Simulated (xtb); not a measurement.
dimethoxyethane (C4H10O2), SMILES COCCOC. All values are semi-empirical tight-binding results from xtb (GFN2-xTB unless named), good for trends rather than for accurate numbers. The structure is a stationary point at GFN2-xTB. One conformer was computed; it need not be the lowest.

Optimised geometry:

Bond lengths (Å): C1–O2 1.403, C1–H7 1.098, C1–H8 1.088, C1–H9 1.097, O2–C3 1.407, C3–C4 1.524, C3–H10 1.102, C3–H11 1.099, C4–O5 1.407, C4–H12 1.102, C4–H13 1.099, O5–C6 1.403, C6–H14 1.098, C6–H15 1.097, C6–H16 1.088. Angles (°): O2–C1–H7 111.3, O2–C1–H8 106.6, O2–C1–H9 111.3, H7–C1–H8 109.5, H7–C1–H9 108.6, H8–C1–H9 109.5, C1–O2–C3 113.0, O2–C3–C4 109.0, O2–C3–H10 110.0, O2–C3–H11 110.5, C4–C3–H10 110.0, C4–C3–H11 108.7, H10–C3–H11 108.7, C3–C4–O5 109.0, C3–C4–H12 110.0, C3–C4–H13 108.7, O5–C4–H12 110.0, O5–C4–H13 110.5, H12–C4–H13 108.7, C4–O5–C6 113.0, O5–C6–H14 111.3, O5–C6–H15 111.3, O5–C6–H16 106.6, H14–C6–H15 108.6, H14–C6–H16 109.5, H15–C6–H16 109.5.

* **point group as xtb finds it**: C2
* **orbital gap**: 11.73 eV
* **dipole moment**: 1.47 D
* **zero-point energy**: 85.7 kcal/mol
* **G − E(el) at 298.15 K (modified RRHO)**: 65.7 kcal/mol
* **static polarisability (D4 model)**: 62.0 bohr³
* **solvation energy, GFN2-xTB/ALPB(water)**: -2.8 kcal/mol
* **solvation energy, GFN2-xTB/ALPB(thf)**: -6.4 kcal/mol

Computed IR lines (harmonic; lines under 4 % of the strongest left out, lines within 3 cm⁻¹ merged):
ν (cm⁻¹): 81 (w), 88 (w), 881 (w), 896 (w), 1037 (m), 1119 (vs), 1128 (m), 1134 (w), 1221 (m), 1256 (w), 1329 (w), 1466 (w), 1469 (w), 2836 (w), 2845 (s), 2887 (vs), 2896 (m), 2914 (vs), 3030 (m) (against the strongest line: vs over 80 %, s over 45 %, m over 15 %, w over 4 %, vw less)

Computed atomic charges and the Wiberg bond orders between heavy atoms:
charges (e) C1 0.04, O2 -0.31, C3 0.08, C4 0.08, O5 -0.31, C6 0.04, H7 0.03, H8 0.06, H9 0.03, H10 0.02, H11 0.04, H12 0.02, H13 0.04, H14 0.03, H15 0.03, H16 0.06. Bond orders C1–O2 1.00, O2–C3 0.99, C3–C4 1.00, C4–O5 0.99, O5–C6 1.00.
